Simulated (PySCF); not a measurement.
Two species compared at the same levels of theory.

First species: C5H8F3NSi.
Atom-mapped SMILES: `[CH:1]#[C:2][CH2:3][NH:4][SiH2:5][CH2:6][C:7]([F:8])([F:9])[F:10]` (hydrogens: H11 on C1; H12, H13 on C3; H14 on N4; H15, H16 on Si5; H17, H18 on C6)

Second species: C5H4F3PS.
SMILES with atom numbers: `[CH3:1][c:2]1[p:3][cH:4][c:5]([C:6]([F:7])([F:8])[F:9])[s:10]1` (hydrogens: H11, H12, H13 on C1; H14 on C4)

Levels: PBE0/pcSseg-1 for dipole moment, HOMO energy, LUMO energy and HOMO–LUMO gap; GFN2-xTB for rotational constant A and rotational constant C. Geometries: GFN2-xTB. All species are isolated and taken at one optimised geometry, non-relativistic unless stated. Electronic properties by PySCF.

The conformers computed, where there is a choice (atom-mapped SMILES and torsion angles):
- `[CH:1]#[C:2][CH2:3][NH:4][SiH2:5][CH2:6][C:7]([F:8])([F:9])[F:10]`: C2–C3–N4–Si5 150°, C3–N4–Si5–C6 -174°, N4–Si5–C6–C7 -179°, Si5–C6–C7–F8 64°
- `[CH3:1][c:2]1[p:3][cH:4][c:5]([C:6]([F:7])([F:8])[F:9])[s:10]1`: C4–C5–C6–F7 -161°

Values for the first species:

- Dipole moment: 3.02 D
- HOMO energy: -7.27 eV
- LUMO energy: 0.24 eV
- HOMO–LUMO gap: 7.51 eV
- Rotational constant A: 3.351 GHz
- Rotational constant C: 0.376 GHz

(1) Estimate the same properties for the second species, and the change in each.

## Answers

(1) 
```csv
property,first,second,second less first
dipole moment,3.02 D,2.63 D,-0.39 D
HOMO energy,-7.27 eV,-7.26 eV,+0.01 eV
LUMO energy,0.24 eV,-1.86 eV,-2.10 eV
HOMO–LUMO gap,7.51 eV,5.40 eV,-2.11 eV
rotational constant A,3.351 GHz,2.043 GHz,-1.308 GHz
rotational constant C,0.376 GHz,0.540 GHz,+0.164 GHz
```

On the first: A dipole of 3.02 D is allowed in C1, and pure rotational transitions are dipole-allowed. The dipole equals about 10.1 × 10⁻³⁰ C·m (1 D = 3.33564 × 10⁻³⁰ C·m).

On the second: In atomic units the dipole is 1.04 e·bohr (1 au = 2.5417 D). A dipole of 2.63 D is allowed in C1, and pure rotational transitions are dipole-allowed.
